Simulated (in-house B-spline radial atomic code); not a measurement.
Ionisation energies along the 11-electron series, configuration [Ne] 3s1, as differences of self-consistent energies. NIST's values go from ground level to ground level; the uncertainty of those that are theory runs from under 0.1 % in few-electron ions to several per cent in heavy many-electron ones. Computed with a radial B-spline atomic code at the basis-set limit: non-relativistic Hartree-Fock, average of the configuration, point nuclei.

This level leaves out relativity, spin-orbit splitting included, which matters for heavy ions.

| ion | configuration after | ionisation energy (eV) | IE/(q+1)² (eV) | -ε less Coulomb ΔSCF (eV) | tabulated value (eV) | tabulated kind | computed minus tabulated (eV) |
| --- | --- | --- | --- | --- | --- | --- | --- |
| Te41+ | [He] 2s2 2p6 | 2937.7 | 1.6654 | 0.0704 | 3041 | semi-empirical | -103 |
| I42+ | [He] 2s2 2p6 | ? | ? | ? | ? | semi-empirical | ? |
| Xe43+ | [He] 2s2 2p6 | 3211.1 | 1.6586 | 0.070919 | 3333.8 | semi-empirical | -123 |
| Cs44+ | [He] 2s2 2p6 | 3352.3 | 1.6555 | 0.071164 | 3485 | tabulated theory | -133 |
| Ba45+ | [He] 2s2 2p6 | ? | ? | ? | ? | tabulated theory | ? |
| La46+ | [He] 2s2 2p6 | 3643.9 | 1.6496 | 0.071626 | 3800 | tabulated theory | -156 |
| Ce47+ | [He] 2s2 2p6 | 3794.2 | 1.6468 | 0.071845 | 3963 | tabulated theory | -169 |
| Pr48+ | [He] 2s2 2p6 | ? | ? | ? | ? | tabulated theory | ? |
| Nd49+ | [He] 2s2 2p6 | 4103.8 | 1.6415 | 0.07226 | 4302 | tabulated theory | -198 |
| Pm50+ | [He] 2s2 2p6 | 4263.2 | 1.6391 | 0.072457 | 4476 | tabulated theory | -213 |
| Sm51+ | [He] 2s2 2p6 | 4425.6 | 1.6367 | 0.072647 | 4655 | tabulated theory | -229 |

**Question.** Fill in the row of I42+.

**Answer.** ionisation energy (eV): 3072.9; IE/(q+1)² (eV): 1.6619; -ε less Coulomb ΔSCF (eV): 0.070665; tabulated value (eV): 3185.5; computed minus tabulated (eV): -113.

**Question.** Fill in the row of Ba45+.

**Answer.** ionisation energy (eV): 3496.6; IE/(q+1)² (eV): 1.6524; -ε less Coulomb ΔSCF (eV): 0.071399; tabulated value (eV): 3640; computed minus tabulated (eV): -143.

**Question.** Fill in the row of Pr48+.

**Answer.** ionisation energy (eV): 3947.5; IE/(q+1)² (eV): 1.6441; -ε less Coulomb ΔSCF (eV): 0.072056; tabulated value (eV): 4130; computed minus tabulated (eV): -183.

**Question.** How far is this level of theory from the measured and semi-empirical values?

**Answer.** Over those 3 rows the differences run from -123 to -103 eV (mean absolute value 110 eV). The calculation leaves out relativity, correlation and, in open shells, the multiplet splittings that an average leaves out.
